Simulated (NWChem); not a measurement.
System: SbF₅; SMILES [F][Sb]([F])([F])([F])[F]

The following NWChem deck was run.

```
start job
memory heap 200 mb stack 900 mb global 1100 mb
geometry units angstroms
  Sb    -0.000484     0.000387     0.000813
  F      1.274456    -0.778483     1.164228
  F     -1.277272     0.775928    -1.162847
  F      0.250181     1.685341     0.851033
  F      1.069869    -0.487413    -1.498342
  F     -1.324477    -1.206094     0.646776
end
basis spherical
  * library def2-svp
end
ecp
  Sb library def2-ecp
end
dft
  xc pbe0
  iterations 150
end
driver
  maxiter 120
end
task dft optimize
dft
  grid fine
  convergence energy 1d-8 density 1d-7
end
task dft freq numerical
```

Excerpt of the output:

```
             Northwest Computational Chemistry Package (NWChem) 7.3.0
             --------------------------------------------------------

 CS  symmetry detected

                             Geometry "geometry" -> ""
                             -------------------------

 Output coordinates in angstroms (scale by  1.889725989 to convert to a.u.)

  No.       Tag          Charge          X              Y              Z
 ---- ---------------- ---------- -------------- -------------- --------------
    1 Sb                  51.0000     0.00110136     0.00070014     0.00000000
    2 F                    9.0000    -0.00024648    -0.00064985     1.89359343
    3 F                    9.0000    -0.00024648    -0.00064985    -1.89359343
    4 F                    9.0000     1.84106443     0.48989515     0.00000000
    5 F                    9.0000    -1.34982743     1.34459769     0.00000000
    6 F                    9.0000    -0.49698506    -1.83716057     0.00000000

 Effective nuclear repulsion energy (a.u.)     785.2031577403

      Symmetry information
      --------------------

 Group name             Cs
 Group number              2
 Group order               2
 No. of unique centers     5

                                Z-matrix (autoz)
                                --------

 Units are Angstrom for bonds and degrees for angles

      Type          Name      I     J     K     L     M      Value
      ----------- --------  ----- ----- ----- ----- ----- ----------
    1 Stretch                  1     2                       1.89359
    2 Stretch                  1     3                       1.89359
    3 Stretch                  1     4                       1.90388
    4 Stretch                  1     5                       1.90554
    5 Stretch                  1     6                       1.90416
    6 Bend                     2     1     4                90.04991
    7 Bend                     2     1     5                89.99990
    8 Bend                     2     1     6                89.94991
    9 Bend                     3     1     4                90.04991
   10 Bend                     3     1     5                89.99990
   11 Bend                     3     1     6                89.94991
   12 Bend                     4     1     5               120.26058
   13 Bend                     4     1     6               120.05264
   14 Bend                     5     1     6               119.68678

                           NWChem Geometry Optimization
                           ----------------------------

 maximum gradient threshold         (gmax) =   0.000450
 rms gradient threshold             (grms) =   0.000300
 maximum cartesian step threshold   (xmax) =   0.001800
 rms cartesian step threshold       (xrms) =   0.001200
 fixed trust radius                (trust) =   0.300000
 source of zmatrix                         =   autoz

          -------------------
          Energy Minimization
          -------------------

 Using diagonal initial Hessian
 Scaling for Hessian diagonals: bonds = 1.00  angles = 0.25  torsions = 0.10

          --------
          Step   0

                                 NWChem DFT Module
                                 -----------------

 Summary of "ao basis" -> "ao basis" (spherical)
 ------------------------------------------------------------------------------
       Tag                 Description            Shells   Functions and Types
 ---------------- ------------------------------  ------  ---------------------
 Sb                         def2-svp                10       26   4s4p2d
 F                          def2-svp                 6       14   3s2p1d

      Symmetry analysis of basis
      --------------------------

        a'         62
        a"         34

[...]

      ----------------------
      Optimization converged
      ----------------------

  Step       Energy      Delta E   Gmax     Grms     Xrms     Xmax
  ---- ---------------- -------- -------- -------- -------- --------
@    2    -738.63015187 -1.0D-06  0.00012  0.00005  0.00082  0.00157
                                     ok       ok       ok       ok

                                Z-matrix (autoz)
                                --------

 Units are Angstrom for bonds and degrees for angles

      Type          Name      I     J     K     L     M      Value     Gradient
      ----------- --------  ----- ----- ----- ----- ----- ---------- ----------
    1 Stretch                  1     2                       1.89377   -0.00012
    2 Stretch                  1     3                       1.89377   -0.00012
    3 Stretch                  1     4                       1.88437    0.00001
    4 Stretch                  1     5                       1.88432    0.00004
    5 Stretch                  1     6                       1.88426    0.00002
    6 Bend                     2     1     4                89.95097   -0.00001
    7 Bend                     2     1     5                90.00674   -0.00000
    8 Bend                     2     1     6                90.04247    0.00001
    9 Bend                     3     1     4                89.95097   -0.00001
   10 Bend                     3     1     5                90.00674   -0.00000
   11 Bend                     3     1     6                90.04247    0.00001
   12 Bend                     4     1     5               120.17644    0.00003
   13 Bend                     4     1     6               120.03379    0.00001
   14 Bend                     5     1     6               119.78977   -0.00004

                         Geometry "geometry" -> "geometry"
                         ---------------------------------

 Output coordinates in angstroms (scale by  1.889725989 to convert to a.u.)

  No.       Tag          Charge          X              Y              Z
 ---- ---------------- ---------- -------------- -------------- --------------
    1 Sb                  51.0000    -0.00046905    -0.00027994     0.00000000
    2 F                    9.0000     0.00092080     0.00079845     1.89377299
    3 F                    9.0000     0.00092080     0.00079845    -1.89377299
    4 F                    9.0000     1.82045525     0.48459430     0.00000000
    5 F                    9.0000    -1.33490671     1.33010532     0.00000000
    6 F                    9.0000    -0.49206076    -1.81928389     0.00000000

 Effective nuclear repulsion energy (a.u.)     790.2068055285

      Symmetry information
      --------------------

 Group name             Cs
 Group number              2
 Group order               2
 No. of unique centers     5

                Final and change from initial internal coordinates
                --------------------------------------------------

[...]

 Rotational Constants
 --------------------
 A=   0.083302 cm-1  (  0.119850 K)
 B=   0.071063 cm-1  (  0.102242 K)
 C=   0.070923 cm-1  (  0.102041 K)

 Temperature                      =   298.15K
 frequency scaling parameter      =   1.0000

 Zero-Point correction to Energy  =    7.016 kcal/mol  (  0.011181 au)
 Thermal correction to Energy     =   11.626 kcal/mol  (  0.018527 au)
 Thermal correction to Enthalpy   =   12.218 kcal/mol  (  0.019471 au)

 Total Entropy                    =   87.507 cal/mol-K
   - Translational                =   41.993 cal/mol-K (mol. weight = 215.8958)
   - Rotational                   =   27.731 cal/mol-K (symmetry #  =        1)
   - Vibrational                  =   17.783 cal/mol-K

 Cv (constant volume heat capacity) =   22.852 cal/mol-K
   - Translational                  =    2.979 cal/mol-K
   - Rotational                     =    2.979 cal/mol-K
   - Vibrational                    =   16.893 cal/mol-K

[normal modes left out]

 ----------------------------------------------------------------------------
 Normal Eigenvalue ||           Projected Infra Red Intensities
  Mode   [cm**-1]  || [atomic units] [(debye/angs)**2] [(KM/mol)] [arbitrary]
 ------ ---------- || -------------- ----------------- ---------- -----------
    1       -0.000 ||    0.000000           0.000         0.000       0.000
    2       -0.000 ||    0.000000           0.000         0.000       0.000
    3       -0.000 ||    0.000000           0.000         0.000       0.000
    4        0.000 ||    0.000000           0.000         0.000       0.000
    5        0.000 ||    0.000000           0.000         0.000       0.000
    6        0.000 ||    0.000000           0.000         0.000       0.000
    7       79.797 ||    0.001613           0.037         1.572       0.705
    8       81.432 ||    0.001632           0.038         1.591       0.714
    9      244.433 ||    0.052895           1.220        51.564      23.141
   10      244.697 ||    0.052809           1.218        51.481      23.103
   11      260.183 ||    0.000002           0.000         0.002       0.001
   12      260.771 ||    0.000009           0.000         0.009       0.004
   13      269.388 ||    0.053010           1.223        51.676      23.191
   14      638.831 ||    0.000000           0.000         0.000       0.000
   15      659.850 ||    0.000000           0.000         0.000       0.000
   16      722.813 ||    0.077424           1.786        75.477      33.872
   17      722.982 ||    0.077577           1.790        75.626      33.939
   18      725.021 ||    0.094472           2.180        92.096      41.330
 ----------------------------------------------------------------------------
```

Level: PBE0/def2-SVP with def2 effective core potentials on Sb. def2 effective core potentials on Sb; no spin-orbit coupling. The printed entropy takes a lower symmetry number than the molecule has.
